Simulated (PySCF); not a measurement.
BGeH5NSi, B2GeH6N, CH6BGe, AlBGeH5O and others (calculated)

Calculation on a computer-drawn molecule: the log of a Hartree-Fock and frozen-core CCSD(T) single point meant for a local Hartree-Fock minimum, with one planted fault or none, to be diagnosed. Offsets are logged minus clean, where the clean run is the same molecule without the fault. The reference is restricted for singlets and unrestricted otherwise, and also for a bond in bohr or an excited solution. Adding or removing an electron swaps singlet and doublet. The excited solution moves the top pair (singlet) or top alpha electron (doublet) to the lowest empty orbital. Highest occupied and lowest empty are orbital energies over both spins, largest force is the largest gradient component, triples share is (T) over the correlation energy, the T1 limit is 0.02 restricted and 0.045 unrestricted, electrons count all cores, a negative frequency is imaginary (commonest isotopes), and the dipole is about the centre of nuclear charge; on germanium a core potential holds 10 electrons, which the energies leave out, and 3d is frozen in MP2 and coupled-cluster steps. Program: PySCF 2.14.0.

Common to all runs: meant charge 0; meant basis and core potential on germanium cc-pVDZ-PP ECP10MDF; logged SCF converged yes; logged CC converged yes; logged SCF stable within its kind yes; possible faults no fault, one electron removed, one electron added, multiplicity raised by two, geometry at a saddle point, SCF held on an excited solution, minimal basis STO-3G, one bond length entered in bohr, all coordinates scaled.

```json
{"entry": 1, "formula": "BGeH5NSi", "logged_structure": {"atoms_angstrom": [["B", -1.2881, 1.4204, -0.7614], ["Ge", 0.4389, 1.8651, 0.0718], ["N", 1.8883, 0.8158, 0.1164], ["Si", 3.0925, 0.0454, -0.5032], ["H", -2.1713, 2.226, -0.6822], ["H", -1.4311, 0.3705, -1.3197], ["H", 0.7715, 3.1617, 0.812], ["H", 3.9204, -0.8852, 0.2794], ["H", 3.5702, 0.1459, -1.8954]]}, "given": {"meant_multiplicity": 2, "meant_basis": "cc-pV(D+d)Z", "logged_electrons": 62, "logged_basis_functions": 99, "logged_spin_squared": 0.0, "logged_highest_occupied [eV]": -15.549, "logged_lowest_empty [eV]": -5.4208, "logged_largest_force [hartree/bohr]": 0.084087, "logged_T1_diagnostic": 0.02543, "logged_D1_diagnostic": 0.093176, "logged_triples_share": 0.034328, "logged_dipole_magnitude [debye]": 1.5738, "logged_energy_HF [hartree]": -664.05541, "logged_energy_CCSD(T) [hartree]": -664.52765, "drawn_bonds_atom": [1, 2, 3, 1, 1, 2, 4, 4], "drawn_bonds_other_atom": [2, 3, 4, 5, 6, 7, 8, 9], "drawn_bonds_order": [1, 2, 1, 1, 1, 1, 1, 1]}, "results": {"planted_fault": "one electron removed", "HF_energy_offset_from_clean_run [kcal/mol]": 143.0, "CCSD(T)_energy_offset_from_clean_run [kcal/mol]": 155.5}, "notes": ["T1 above single-reference limit"]}
{"entry": 2, "formula": "BGeH5NSi", "logged_structure": {"atoms_angstrom": [["B", -1.2881, 1.4204, -0.7614], ["Ge", 0.4389, 1.8651, 0.0718], ["N", 1.8883, 0.8158, 0.1164], ["Si", 3.0925, 0.0454, -0.5032], ["H", -2.1713, 2.226, -0.6822], ["H", -1.4311, 0.3705, -1.3197], ["H", 0.7715, 3.1617, 0.812], ["H", 3.9204, -0.8852, 0.2794], ["H", 3.5702, 0.1459, -1.8954]]}, "given": {"meant_multiplicity": 2, "meant_basis": "cc-pV(D+d)Z", "logged_electrons": 63, "logged_basis_functions": 99, "logged_spin_squared": 0.7576, "logged_highest_occupied [eV]": -7.0202, "logged_lowest_empty [eV]": 1.1162, "logged_largest_force [hartree/bohr]": 1.2767e-05, "logged_lowest_frequency [cm^-1]": 36.409, "logged_T1_diagnostic": 0.020616, "logged_D1_diagnostic": 0.06429, "logged_triples_share": 0.034706, "logged_dipole_magnitude [debye]": 3.9239, "logged_energy_HF [hartree]": -664.28334, "logged_energy_CCSD(T) [hartree]": -664.77548, "drawn_bonds_atom": [1, 2, 3, 1, 1, 2, 4, 4], "drawn_bonds_other_atom": [2, 3, 4, 5, 6, 7, 8, 9], "drawn_bonds_order": [1, 2, 1, 1, 1, 1, 1, 1]}, "results": {"planted_fault": "no fault", "HF_energy_offset_from_clean_run [kcal/mol]": 0.0, "CCSD(T)_energy_offset_from_clean_run [kcal/mol]": 0.0}}
{"entry": 3, "formula": "B2GeH6N", "logged_structure": {"atoms_angstrom": [["B", -1.2008, -1.185, -3.0223], ["Ge", -1.7538, -1.1001, -1.0852], ["B", -0.7088, -0.2177, 0.4716], ["N", -1.2023, -0.2232, 1.7679], ["H", -0.165, -0.688, -3.3648], ["H", -1.8945, -1.7257, -3.836], ["H", -3.0912, -1.7531, -0.6902], ["H", 0.3468, 0.3117, 0.2554], ["H", -2.0702, -0.6412, 2.0323], ["H", -0.7127, 0.197, 2.5315]]}, "given": {"meant_multiplicity": 2, "meant_basis": "cc-pVDZ", "logged_electrons": 56, "logged_basis_functions": 95, "logged_spin_squared": 0.0, "logged_highest_occupied [eV]": -0.7362, "logged_lowest_empty [eV]": 7.3924, "logged_largest_force [hartree/bohr]": 0.032675, "logged_T1_diagnostic": 0.020492, "logged_D1_diagnostic": 0.077765, "logged_triples_share": 0.034603, "logged_dipole_magnitude [debye]": 6.0733, "logged_energy_HF [hartree]": -400.6886, "logged_energy_CCSD(T) [hartree]": -401.21554, "drawn_bonds_atom": [1, 2, 3, 1, 1, 2, 3, 4, 4], "drawn_bonds_other_atom": [2, 3, 4, 5, 6, 7, 8, 9, 10], "drawn_bonds_order": [1, 1, 1, 1, 1, 1, 1, 1, 1]}, "results": {"planted_fault": "one electron added", "HF_energy_offset_from_clean_run [kcal/mol]": -0.4929, "CCSD(T)_energy_offset_from_clean_run [kcal/mol]": -25.32}, "notes": ["T1 above single-reference limit"]}
{"entry": 4, "formula": "CH6BGe", "logged_structure": {"atoms_angstrom": [["B", 0.3325, 0.4785, -0.733], ["Ge", 0.9674, -0.9814, 0.4585], ["C", 0.6554, -2.9014, 0.2045], ["H", -0.3109, 0.2099, -1.7073], ["H", 0.596, 1.6155, -0.4665], ["H", 1.7977, -0.7227, 1.719], ["H", 0.1314, -3.3163, 1.0677], ["H", 1.6061, -3.4271, 0.0963], ["H", 0.0541, -3.0687, -0.6897]]}, "given": {"meant_multiplicity": 2, "meant_basis": "cc-pVDZ", "logged_electrons": 49, "logged_basis_functions": 81, "logged_spin_squared": 3.7655, "logged_highest_occupied [eV]": -5.4219, "logged_lowest_empty [eV]": -2.1215, "logged_largest_force [hartree/bohr]": 0.082801, "logged_T1_diagnostic": 0.016194, "logged_D1_diagnostic": 0.080979, "logged_triples_share": 0.027947, "logged_dipole_magnitude [debye]": 3.0177, "logged_energy_HF [hartree]": -359.1894, "logged_energy_CCSD(T) [hartree]": -359.55762, "drawn_bonds_atom": [1, 2, 1, 1, 2, 3, 3, 3], "drawn_bonds_other_atom": [2, 3, 4, 5, 6, 7, 8, 9], "drawn_bonds_order": [1, 1, 1, 1, 1, 1, 1, 1]}, "results": {"planted_fault": "multiplicity raised by two", "HF_energy_offset_from_clean_run [kcal/mol]": 116.5, "CCSD(T)_energy_offset_from_clean_run [kcal/mol]": 121.2}}
{"entry": 5, "formula": "CH6BGe", "logged_structure": {"atoms_angstrom": [["B", 0.3325, 0.4785, -0.733], ["Ge", 0.9674, -0.9814, 0.4585], ["C", 0.6554, -2.9014, 0.2045], ["H", -0.3109, 0.2099, -1.7073], ["H", 0.596, 1.6155, -0.4665], ["H", 1.7977, -0.7227, 1.719], ["H", 0.1314, -3.3163, 1.0677], ["H", 1.6061, -3.4271, 0.0963], ["H", 0.0541, -3.0687, -0.6897]]}, "given": {"meant_multiplicity": 2, "meant_basis": "cc-pVDZ", "logged_electrons": 48, "logged_basis_functions": 81, "logged_spin_squared": 0.0, "logged_highest_occupied [eV]": -17.316, "logged_lowest_empty [eV]": -6.3615, "logged_largest_force [hartree/bohr]": 0.048753, "logged_T1_diagnostic": 0.0098176, "logged_D1_diagnostic": 0.023453, "logged_triples_share": 0.024494, "logged_dipole_magnitude [debye]": 0.53389, "logged_energy_HF [hartree]": -359.11695, "logged_energy_CCSD(T) [hartree]": -359.47105, "drawn_bonds_atom": [1, 2, 1, 1, 2, 3, 3, 3], "drawn_bonds_other_atom": [2, 3, 4, 5, 6, 7, 8, 9], "drawn_bonds_order": [1, 1, 1, 1, 1, 1, 1, 1]}, "results": {"planted_fault": "one electron removed", "HF_energy_offset_from_clean_run [kcal/mol]": 162.0, "CCSD(T)_energy_offset_from_clean_run [kcal/mol]": 175.5}}
{"entry": 6, "formula": "AlBGeH5O", "logged_structure": {"atoms_angstrom": [["B", -2.2213, -0.5822, 0.0], ["Ge", -0.8651, 0.8451, 0.0], ["O", 0.8625, 0.5469, 0.0], ["Al", 2.3799, -0.1829, 0.0], ["H", -3.3699, -0.2474, 0.0], ["H", -1.8798, -1.7276, 0.0], ["H", -1.0398, 2.3596, 0.0], ["H", 2.4809, -1.755, 0.0], ["H", 3.6525, 0.7435, 0.0]]}, "given": {"meant_multiplicity": 2, "meant_basis": "cc-pV(D+d)Z", "logged_electrons": 63, "logged_basis_functions": 99, "logged_spin_squared": 0.7582, "logged_highest_occupied [eV]": -7.7385, "logged_lowest_empty [eV]": 0.70777, "logged_largest_force [hartree/bohr]": 5.4326e-05, "logged_lowest_frequency [cm^-1]": -62.787, "logged_T1_diagnostic": 0.017748, "logged_D1_diagnostic": 0.066592, "logged_triples_share": 0.025284, "logged_dipole_magnitude [debye]": 0.77114, "logged_energy_HF [hartree]": -637.77359, "logged_energy_CCSD(T) [hartree]": -638.24667, "drawn_bonds_atom": [1, 2, 3, 1, 1, 2, 4, 4], "drawn_bonds_other_atom": [2, 3, 4, 5, 6, 7, 8, 9], "drawn_bonds_order": [1, 1, 1, 1, 1, 1, 1, 1]}, "results": {"planted_fault": "geometry at a saddle point", "HF_energy_offset_from_clean_run [kcal/mol]": 0.4872, "CCSD(T)_energy_offset_from_clean_run [kcal/mol]": 0.6436}}
{"entry": 7, "formula": "BClGeH3N", "logged_structure": {"atoms_angstrom": [["B", 1.5885, -0.3131, 1.1073], ["Ge", -0.363, -1.4196, 0.9593], ["N", -0.7873, -2.6516, -0.3051], ["Cl", -1.8634, -0.7995, 2.6745], ["H", 2.4836, -0.567, 0.2108], ["H", 1.7767, 0.536, 2.0625], ["H", -1.787, -3.0928, -0.2226]]}, "given": {"meant_multiplicity": 1, "meant_basis": "cc-pV(D+d)Z", "logged_electrons": 64, "logged_basis_functions": 89, "logged_spin_squared": 0.0, "logged_highest_occupied [eV]": -9.705, "logged_lowest_empty [eV]": -0.54135, "logged_largest_force [hartree/bohr]": 0.055603, "logged_T1_diagnostic": 0.027677, "logged_D1_diagnostic": 0.11255, "logged_triples_share": 0.042042, "logged_dipole_magnitude [debye]": 3.3945, "logged_energy_HF [hartree]": -833.68396, "logged_energy_CCSD(T) [hartree]": -834.24161, "drawn_bonds_atom": [1, 2, 2, 1, 1, 3], "drawn_bonds_other_atom": [2, 3, 4, 5, 6, 7], "drawn_bonds_order": [1, 2, 1, 1, 1, 1]}, "results": {"planted_fault": "all coordinates scaled, by +8.5 %", "HF_energy_offset_from_clean_run [kcal/mol]": 26.13, "CCSD(T)_energy_offset_from_clean_run [kcal/mol]": 13.73}, "notes": ["T1 above single-reference limit"]}
{"entry": 8, "formula": "BGeH3O2", "logged_structure": {"atoms_angstrom": [["B", -1.4747, 0.3044, 0.0], ["Ge", 0.4331, -0.54, 0.0], ["O", 0.9306, -2.079, 0.0], ["O", 1.6046, 0.7683, 0.0], ["H", -1.5822, 1.4903, 0.0], ["H", -2.4192, -0.4207, 0.0], ["H", 2.5079, 0.4767, 0.0]]}, "given": {"meant_multiplicity": 1, "meant_basis": "cc-pVDZ", "logged_electrons": 56, "logged_basis_functions": 80, "logged_spin_squared": 0.0, "logged_highest_occupied [eV]": -11.253, "logged_lowest_empty [eV]": -0.29738, "logged_largest_force [hartree/bohr]": 1.148e-05, "logged_lowest_frequency [cm^-1]": -139.17, "logged_T1_diagnostic": 0.025376, "logged_D1_diagnostic": 0.10024, "logged_triples_share": 0.031652, "logged_dipole_magnitude [debye]": 3.8212, "logged_energy_HF [hartree]": -469.49176, "logged_energy_CCSD(T) [hartree]": -470.08226, "drawn_bonds_atom": [1, 2, 2, 1, 1, 4], "drawn_bonds_other_atom": [2, 3, 4, 5, 6, 7], "drawn_bonds_order": [1, 2, 1, 1, 1, 1]}, "results": {"planted_fault": "geometry at a saddle point", "HF_energy_offset_from_clean_run [kcal/mol]": 1.941, "CCSD(T)_energy_offset_from_clean_run [kcal/mol]": 0.8104}, "notes": ["T1 above single-reference limit"]}
```
